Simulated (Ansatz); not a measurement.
`C#[C][SnH2][CH3]` → `CC#[C][SnH3]`  (isomerisation)

Program: Ansatz. Geometries: PBE0-D4/def2-TZVP. ΔE: electronic, gas phase. CBS: MP2 limit from def2 TZ/QZ plus the TZ coupled-cluster correction, frozen cores. DFT in def2-TZVPP. B3LYP here is the variant with VWN-RPA as its local correlation; programs differ in this. def2 core potentials past Kr. For Sn outer-core shells are correlated without core-valence functions, which leaves a few kJ/mol of doubt a bond.

```tsv
level	ΔE (kJ/mol)	difference from CCSD(T)/CBS
r2SCAN-D4	-2.7	-14.6
PBE0-D4	-5.1	-17.0
B3LYP-D4	-1.4	-13.3
ωB97X-V	-0.9	-12.8
B2PLYP	1.6	-10.3
PBE	-5.3	-17.2
SCS-MP2/def2-TZVPP	6.7	-5.2
CCSD/def2-TZVPP	5.0	-6.9
SCS-MP2/def2-QZVPP	9.8	-2.1
HF/CBS(def2)	-5.1	-17.0
CCSD(T)/CBS	11.9	0
```

Largest T1 diagnostic among the species: 0.013.

In def2-TZVPP, CCSD(T) changes the Hartree–Fock value by +12.1 kJ/mol (the triples alone add +1.4 kJ/mol) and MP2 by +14.3 kJ/mol.
